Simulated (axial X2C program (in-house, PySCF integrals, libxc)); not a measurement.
**TlCl: from the spin-free to the two-component result**

Calculated with an in-house relativistic program for diatomic molecules. Spin-free means the one-electron spin-free X2C Hamiltonian; two-component (2c) means X2C with spin–orbit coupling and atomic mean-field two-electron Coulomb and Gaunt terms, so the difference of the two also holds small scalar two-electron terms. Basis: Tl dyall-cv4z [14s16p11d7f3g], Cl dyall-av4z [10s9p4d3f2g] (cores contracted in-house); Gaussian nuclei, density fitting, unrestricted open shells. Masses: Tl 204.974 u, Cl 34.969 u.

Spin-free state: M_S = 0, Λ = 0 (closed shell); fragments Tl + Cl.

```json
{"level": "PBE0", "Re (Å)": "2.506", "ωe (cm⁻¹)": "277.1", "De (eV)": "4.396", "μ (D)": "-4.61"}
{"level": "HF", "Re (Å)": "2.539", "ωe (cm⁻¹)": "266.1", "De (eV)": "3.176", "μ (D)": "-5.12"}
{"level": "MP2", "Re (Å)": "2.495", "ωe (cm⁻¹)": "283.8", "De (eV)": "4.602", "μ (D)": "n/a"}
{"level": "CCSD", "Re (Å)": "2.510", "ωe (cm⁻¹)": "278.4", "De (eV)": "4.352", "μ (D)": "n/a"}
{"level": "CCSD(T)", "Re (Å)": "2.508", "ωe (cm⁻¹)": "279.9", "De (eV)": "4.454", "μ (D)": "n/a"}
{"level": "TPSSh", "Re (Å)": "2.521", "ωe (cm⁻¹)": "272.9", "De (eV)": "4.454", "μ (D)": "-4.65"}
{"level": "B97-3", "Re (Å)": "2.535", "ωe (cm⁻¹)": "266.3", "De (eV)": "4.459", "μ (D)": "-4.89"}
{"level": "r2SCAN", "Re (Å)": "2.509", "ωe (cm⁻¹)": "278.3", "De (eV)": "4.488", "μ (D)": "-4.49"}
```

Correlated methods: 20 electrons correlated (number of frozen shells: Tl 5 s, 4 p, 2 d, 1 f; Cl 2 s, 1 p), 402 virtual spin orbitals or spinors in MP2, 180 natural virtuals in coupled cluster.

Dipoles are positive if Cl is the positive end.

Two-component determinant lowest at the distance of the search:

Ω = 0 (closed shell); fragments Tl + Cl.

| level | Re (Å) | ωe (cm⁻¹) | De (eV) | μ (D) |
| --- | --- | --- | --- | --- |
| PBE0 | 2.496 | 278.4 | 3.835 | -4.39 |
| HF | 2.527 | 268.2 | 2.491 | -4.91 |
| MP2 | 2.486 | 285.1 | 3.990 | n/a |
| CCSD | 2.501 | 279.8 | 3.702 | n/a |
| CCSD(T) | 2.499 | 281.1 | 3.812 | n/a |
| TPSSh | 2.512 | 273.8 | 3.967 | -4.44 |
| B97-3 | 2.525 | 267.7 | 3.812 | -4.67 |
| r2SCAN | 2.500 | 279.1 | 4.103 | -4.28 |

(1) From the two tables, how do the constants change at the CCSD(T) level (2c against spin-free)?

The state is one determinant whose occupation by symmetry is held fixed; it was picked as the lowest of a PBE0 search that is not exhaustive. The closed shell is kept restricted, so the energy runs too high when the bond is stretched far. Dissociation energies refer to the lowest single-determinant-based atoms at the same level and basis. CCSD and (T) use frozen natural virtuals with an MP2 correction for the truncation; (T) itself is uncorrected, so its De runs slightly low. The 2c atoms are single determinants rather than J levels; their spin–orbit lowering is only partly caught, and De is too large by that part. This holds for PBE0, TPSSh, r2SCAN. The functionals have no current-density term, which raises determinants with orbital currents, atoms included.

Results:

(1) At the CCSD(T) level Re decreases by 0.009 Å and ωe increases by 1.2 cm⁻¹; De changes by -0.642 eV.
